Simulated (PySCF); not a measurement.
## Correlation energy of Ir⁺ (iridium, charge +1)

[Xe] 4f14 5d7 6p1, one real determinant (an excited configuration). Computed with PySCF 2.14 in aug-cc-pwCVTZ-PP with ECP60MDF (8s8p7d4f3g, 122 functions), with a scalar-relativistic core potential. Frozen: 5s2 5p6; 8 electrons correlated.

MP2 pair energies summed by pair of shells (mhartree):

```json
{"pair": "5d-5d", "energy": "-154.11", "share (%)": "86.0"}
{"pair": "5d-6p", "energy": "-25.05", "share (%)": "14.0"}
```

Total MP2 correlation energy: -179.17 mhartree.

Same-spin part -76.49 and opposite-spin part -102.67 mhartree; SCS-MP2 scales them by 1/3 and 6/5 to -148.71 mhartree.

The reference is one real determinant that mixes LS terms of this configuration.
